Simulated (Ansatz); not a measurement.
Ansatz (an electronic-structure program) input (B97M-V/def2-TZVPD):

Ansatz 0.2 input:
```yaml
crystal:
  periodic: [false, false, false]
  atoms:
    - {symbol: B, position_ang: [-0.90205527, -0.31568972, 0.00640587]}
    - {symbol: Cl, position_ang: [-1.75322113, 1.18162649, -0.00785653]}
    - {symbol: Br, position_ang: [0.98042958, -0.52883434, 0.00290091]}
basis:
  gaussian:
    orbitals: def2-TZVPD
hamiltonian:
  xc: {name: B97M-V}
magnetization: {spin_polarized: true, initial_magnetization: 1}
output: {forces: true}
```

End of the output:

```
integrals: 0.07 GiB planned
865 factors; their error is unknown
mean field: 0.76 GiB planned
mean field evaluation 1: about -83229.1373 eV, gradient 1.3e1 eV
mean field evaluation 2: about -83227.6966 eV, gradient 2.0e1 eV
mean field evaluation 4: about -83230.1945 eV, gradient 1.0e0 eV
mean field evaluation 8: about -83230.2003 eV, gradient 3.4e-2 eV
mean field evaluation 16: about -83230.1918 eV, gradient 8.1e-5 eV
mean field -83230.19180966 eV, -3058.6531335547 hartree, gradient 8.1e-5 eV, S^2 0.755061; 0 other end points of the search recorded, 0 dependent functions left out
the calculation of the forces begins
reference -83230.19188760 eV, -3058.6531364190 hartree; 29, 28 occupied and 111, 112 virtual orbitals, 865 factors
Total energy: -83230.19188760 eV, -3058.6531364190 hartree
Atom 0 at    -0.902055    -0.315690     0.006406 Å, force     0.119097     0.128856    -0.001832 eV/Å
Atom 1 at    -1.753221     1.181626    -0.007857 Å, force     0.113591    -0.169094     0.001556 eV/Å
Atom 2 at     0.980430    -0.528834     0.002901 Å, force    -0.232688     0.040238     0.000276 eV/Å
Dipole moment:     0.025517     0.057116    -0.000726 e Å
```

It need not be the lowest isomer of its formula.
